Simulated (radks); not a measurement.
Values are calculated unless marked as measured or tabulated.
Coulomb parameter of the 5d shell of the iridium ion Ir2+ in the model configuration [Xe] 4f14 5d6 6p1, as a second difference U = [E(n + 0.5) + E(n - 0.5) - 2 E(n)] / (0.5)^2 with all orbitals relaxed. "Bare": the charge of the atom changes with n. "Screened": the 6p shell takes up the change at fixed total charge, which measures U(5d,5d) + U(6p,6p) - 2 U(5d,6p). Level of theory: Dirac Kohn-Sham, PBE, spin-unpolarised, spherical densities, finite nucleus; open shells are shared between the two j in proportion to 2j + 1; Fermi nuclear charge, rms radius 5.4032 fm (a radial shooting solver on a logarithmic mesh with Libxc functionals).

| case | configuration | E - E(n) (eV) |
|---|---|---|
| start | [Xe] 4f14 5d6 6p1 | 0.000 |
| bare +0.5 | [Xe] 4f14 5d6.5 6p1 | -12.610 |
| bare -0.5 | [Xe] 4f14 5d5.5 6p1 | 15.626 |
| screened +0.5 | [Xe] 4f14 5d6.5 6p0.5 | -5.915 |
| screened -0.5 | [Xe] 4f14 5d5.5 6p1.5 | 6.460 |

U(bare) = 12.066 eV, U(screened by 6p) = 2.181 eV.
